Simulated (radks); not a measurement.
Values are calculated unless marked as measured or tabulated.
Question: Isoelectronic series with 2 electrons, all held in the configuration [He], which need not be the ground one along the series. Level of theory: scalar-relativistic Kohn-Sham, PBE, spin-polarised, spherical densities, finite nucleus; Fermi nuclear charge, rms radius of each element as measured or else 0.836 A^(1/3) + 0.57 fm (a radial shooting solver on a logarithmic mesh with Libxc functionals). Total energies (hartree) and orbital eigenvalues (eV):

ion,E (hartree),1s
He,-2.89307,-15.7638
Be2+,-13.62232,-132.2826
C4+,-32.35915,-357.7310
O6+,-59.11735,-692.2744
Ne8+,-93.91468,-1136.141
Mg10+,-136.77395,-1689.627
Si12+,-187.72319,-2353.100
S14+,-246.79582,-3127.000
Ar16+,-314.03075,-4011.842
Ca18+,-389.47259,-5008.217
Ti20+,-473.17160,-6116.793
Cr22+,-565.18418,-7338.323
Fe24+,-665.57267,-8673.637
Ni26+,-774.40605,-10123.66
Ge30+,-1017.71467,-13371.93
Se32+,-1152.36232,-15172.48

Estimate the row of Zn28+.

Answer: E (hartree) -891.75923; 1s -11689.39.
